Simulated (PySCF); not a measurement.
# Sr(11+): ionisation energy

Sr(11+) [Ar] 3d9 [3d3/2^4 3d5/2^5, M_J = 5/2] → Sr(12+) [Ar] 3d8 [3d3/2^4 3d5/2^4, M_J = 4], as a difference of total energies. All numbers are calculated (PySCF 2.14, the two-component X2C-1e Hamiltonian, in an even-tempered Gaussian basis (17 s from 0.76 bohr⁻², ratio 2.8; 13 p from 0.98 bohr⁻², ratio 2.8; 9 d from 0.98 bohr⁻², ratio 2.8; 4 f from 5.9 bohr⁻², ratio 3)). Correlated levels: [Ne] frozen; the 86 highest virtual spinors dropped. "Screened" scales the spin-orbit matrix elements by Boettger's factors to mimic the two-electron term; Breit and QED terms are absent.

```csv
method,ionisation energy (eV)
GHF (screened spin-orbit),362.75
GMP2 (screened spin-orbit),364.45
```

How much does correlation contribute at GMP2 (screened spin-orbit)?

364.45 − (362.75) = 1.70 eV, measured against GHF (screened spin-orbit).

The labels give the starting determinants; with spin-orbit coupling the two ends relaxed to ⟨J²⟩ = 8.75, ⟨L²⟩ = 6.00, ⟨S²⟩ = 0.75 and ⟨J²⟩ = 20.00, ⟨L²⟩ = 12.08, ⟨S²⟩ = 1.99.

For comparison: 362 ± 2.5 eV (theoretical estimate listed by NIST; NIST Atomic Spectra Database, ionization energies).
